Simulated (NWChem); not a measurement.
Species: CH3ClSTi; SMILES [S]=[Ti]([Cl])[CH3]

```xyz
7

Ti    -0.2308     0.0588     0.4124
S      0.8804     1.7164    -0.1183
Cl     0.7198    -1.8793    -0.0658
C     -2.0028     0.2414    -0.6215
H     -2.6541    -0.6234    -0.3592
H     -1.7940     0.2185    -1.7120
H     -2.5090     1.2026    -0.3889
```
Atoms are numbered in this order, from 1.

Level: PBE-D3(BJ)/def2-SVP (NWChem), optimised geometry, unscaled harmonic frequencies. 

Q: List the harmonic frequencies with IR intensities, and the thermochemistry.

A: 
| frequency (cm⁻¹) | IR intensity (km/mol) |
|---|---|
| 100 | 4.0 |
| 124 | 7.9 |
| 132 | 1.6 |
| 170 | 1.3 |
| 374 | 15.1 |
| 437 | 68.2 |
| 506 | 20.3 |
| 548 | 57.8 |
| 628 | 90.9 |
| 1074 | 6.9 |
| 1321 | 10.1 |
| 1337 | 8.5 |
| 2938 | 2.9 |
| 3051 | 4.2 |
| 3067 | 0.7 |

```json
{
  "zero_point_energy": "22.6 kcal/mol",
  "thermal correction to the enthalpy at 298.15 K (with zero-point energy)": "27.4 kcal/mol",
  "heat capacity Cv": "20.5 cal/(mol K)",
  "entropy at 298.15 K and 1 atm (symmetry number 1)": "83.4 cal/(mol K)",
  "dipole_moment": "3.89 D"
}
```

Rigid rotor and harmonic oscillator.
